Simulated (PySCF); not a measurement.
# Broadened absorption spectrum of CH5GeNOS

CH₅GeNOS.
Atom-mapped SMILES: `[NH2:1][C:2](=[O:3])[GeH2:4][SH:5]` (hydrogens: H6, H7 on N1; H8, H9 on Ge4; H10 on S5)

Cartesian coordinates in Å at the PBE0-D3(BJ)/def2-SVP level; atoms count from 1:
```
atom  x, y, z in Å
N1    -1.633    0.666    0.252
C2    -0.888   -0.404   -0.112
O3    -1.252   -1.246   -0.903
Ge4    0.949   -0.530    0.672
S5     2.308    0.727   -0.572
H6    -2.537    0.804   -0.189
H7    -1.277    1.381    0.869
H8     1.064    0.083    2.083
H9     1.369   -2.005    0.654
H10    1.981    0.103   -1.725
```

Computed, not measured: TDDFT CAM-B3LYP/def2-SVPD, vertical, gas phase, core orbitals frozen in the response (PySCF). The CAM-B3LYP/def2-SVPD calculation is non-relativistic and has no spin–orbit coupling, an omission that weighs most on germanium.

Each state is given a Gaussian of 0.5 eV full width at half maximum, with ε(max) = 2.175×10⁸ f / Δν̃ (Δν̃ the width in cm⁻¹). The width is an assumption, not a result. The curve ends short of the highest state used, and states not computed would add to its high-energy end.

```csv
E (eV),ε (L mol⁻¹ cm⁻¹)
3.99,1
4.04,2
4.10,5
4.15,10
4.20,19
4.25,34
4.30,56
4.35,90
4.40,135
4.45,192
4.51,273
4.56,344
4.61,410
4.66,463
4.71,494
4.76,499
4.81,477
4.86,432
4.92,357
4.97,289
5.02,226
5.07,176
5.12,146
5.17,143
5.22,169
5.27,230
5.33,351
5.38,489
5.43,655
5.48,834
5.53,1009
5.58,1158
5.63,1262
5.68,1308
5.74,1281
5.79,1197
5.84,1073
5.89,931
5.94,789
5.99,667
6.04,581
6.09,539
6.15,557
6.20,629
6.25,748
6.30,905
6.35,1091
6.40,1299
6.45,1532
6.50,1808
6.56,2241
6.61,2739
6.66,3405
6.71,4263
6.76,5300
6.81,6455
```

(1) Locate the maxima and give the states behind the curve.

(2) Coming from long wavelengths, where does ε first pass 100 L mol⁻¹ cm⁻¹?

(3) On this curve, what absorbance would a 10⁻⁵ mol/L sample give at 222 nm over a 1 cm path?

## Answers

(1) 261 nm (4.74 eV), ε about 500, made up of S1 (100%); 218 nm (5.69 eV), ε about 1300, made up of S2 (93%) (ε in L mol⁻¹ cm⁻¹; maxima over ε = 5, shares over 10%). At its high-energy end, 6.81 eV, the curve is still rising (ε about 6500, from S6 and S7). The states used: S1 4.74 eV (f 0.0093); S2 5.67 eV (f 0.023); S3 5.96 eV (f 0.0037); S4 6.49 eV (f 0.022); S5 6.82 eV (f 0.0086); S6 6.97 eV (f 0.063); S7 7.05 eV (f 0.102); S8 7.20 eV (f 0.014); S9 7.30 eV (f 0.0084); S10 7.41 eV (f 0.015).

(2) At about 284 nm (4.36 eV), 0.38 eV below S1.

(3) 222 nm is 5.585 eV, where ε is about 1200 L mol⁻¹ cm⁻¹, so A = ε c l ≈ 0.012 (Beer–Lambert, with the gas-phase spectrum and the assumed width).

The vertical ionisation energy (ΔSCF) is 9.20 eV, 1.79 eV above S10.

One conformer stands for the species.
